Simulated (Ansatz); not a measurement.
Molecule: CeO2 (charge 0, singlet). 
Geometry from a B3LYP-D3(BJ)/def2-TZVP (Ansatz, a program for electronic structure) optimisation:
```xyz
3

Ce     0.0301     0.1167     0.0631
O      1.1851    -0.1702    -1.3144
O     -1.4035    -0.6762     0.8568
```
Charge 0, spin multiplicity 1.

Total electronic energies in hartree. Valence correlation only, unless marked. Spin-orbit coupling is left out. Frozen are the shells of the preceding noble gas and the d and f shells that filled before the atom's block. In def2 rows, elements after Kr have scalar-relativistic effective core potentials. CBS(X,Y): correlation extrapolated as X^-3; Hartree-Fock from the larger set.

The T1 diagnostic of CCSD in the largest basis is 0.028, which is high, so the coupled-cluster rows are less sure than usual.

```
level                                      program  energy (Eh)
----------------------------------  --------------  -----------
BLYP-D4/def2-TZVP                   Ansatz + dftd4   -625.63185
B3LYP-D4/def2-TZVP                  Ansatz + dftd4   -625.75042
PBE0/def2-QZVPP                             Ansatz   -625.48150
r2SCANh/def2-TZVP                           Ansatz   -625.68052
LC-wPBE/def2-TZVP                           Ansatz   -625.58140
RPA@PBE/def2-QZVPP                          Ansatz   -624.32938
MP2/def2-TZVPP                              Ansatz   -624.03736
CCSD/def2-QZVPP                             Ansatz   -624.04727
CCSD(T)/CBS(def2-TZVPP,def2-QZVPP)          Ansatz    -624.1175
```

Totals of different functionals don't rank their quality; only differences between species are comparable.
